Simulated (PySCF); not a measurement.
NMR data simulated for an unnamed compound:

1H NMR (400 MHz, computed): δ 3.58 (s, 3H), 1.14 (s, 9H).

13C{1H} NMR (computed): δ 183.3 (C), 52.1 (CH3), 38.9 (C), 28.7 (CH3).

All values are calculated (PySCF): shieldings: GIAO PBE0/pcSseg-1, PBE0-D3(BJ)/def2-SVP structure. Non-relativistic, one conformer, equivalent nuclei averaged, no solvent.

Shifts are taken against calculated references (same method and geometry level): TMS for 1H (σ = 31.27 ppm) and 13C (σ = 184.41 ppm).

**Question.** Which of these does the molecule contain: an S-methyl group, an ester, a tert-butyl group, a non-aromatic C=C double bond, a Si–CH3 group, a methoxy group?

**Answer.** 
- An S-methyl group: no.
- An ester: yes (δC 183.3).
- A tert-butyl group: yes (δC 28.7, 38.9; δH 1.14 (s)).
- A non-aromatic C=C double bond: no.
- A Si–CH3 group: no.
- A methoxy group: yes (δC 52.1; δH 3.58 (s)).

The data belong to `COC(=O)C(C)(C)C`, C6H12O2; they needn't prove each group on their own.

Carbon signals by region: 1 in the far downfield region (above 160 ppm), 1 at 50–100 ppm, 2 below 50 ppm. Above 160 ppm: 183.3, ester carbonyl carbon.

Shifts are as computed. Against solution values, carbons near 30 ppm lie about +2 ppm off and those near 130 ppm about +5 ppm. Of 1211 compounds with measured shifts, 218 miss one by over three times the rms of a fit or turn the order of signals round; such compounds aren't used in these exercises. No couplings were computed; multiplicities are counted from neighbouring protons, with m where these are inequivalent, close in shift, in a saturated or five-membered ring or joined by F or P, and br s for small geminal =CH2 splittings.
